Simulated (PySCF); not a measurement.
H2CdS (SMILES [SH][CdH]), singlet, geometry from GFN2-xTB (such geometries of metal compounds can be far from the true shape) (core potentials on Cd). Base run: PBE0/def2-SVPD, polarisability (PySCF).

Input for PySCF:
```python
from pyscf import gto, scf, dft
from pyscf.prop import polarizability

mol = gto.Mole()
mol.atom = '''
    Cd   -0.32547579   -0.31409853   -0.39183111
    H    -1.23579633   -0.09642848   -1.75321210
    S     0.96559700    0.94567602    1.15910503
    H     1.40908237    0.04234157    2.01542479
'''
mol.basis = 'def2-svpd'
mol.ecp = {'Cd': 'def2-svpd'}
mol.verbose = 4
mol.build()

mf = dft.RKS(mol)
mf.xc = 'pbe0'
mf.kernel()
alpha = mf.Polarizability().polarizability()[2, 2]
print('alpha_zz =', alpha)
```

Q: The base was run again with changes. Order these runs by alpha_zz (bohr³), lowest first: functional = camb3lyp | basis = def2-TZVP | basis = def2-SVP | functional = hf | functional = pbe | basis = def2-TZVPD.

A: basis = def2-SVP (alpha_zz (bohr³) 51.77), functional = hf (alpha_zz (bohr³) 55.39), basis = def2-TZVP (alpha_zz (bohr³) 55.85), functional = camb3lyp (alpha_zz (bohr³) 61.23), basis = def2-TZVPD (alpha_zz (bohr³) 62.81), functional = pbe (alpha_zz (bohr³) 65.57)

Finite-field rows take the second difference of the energy in a field along z; a small field with loose convergence shows SCF noise divided by the square of the field, and a large one adds hyperpolarisability.
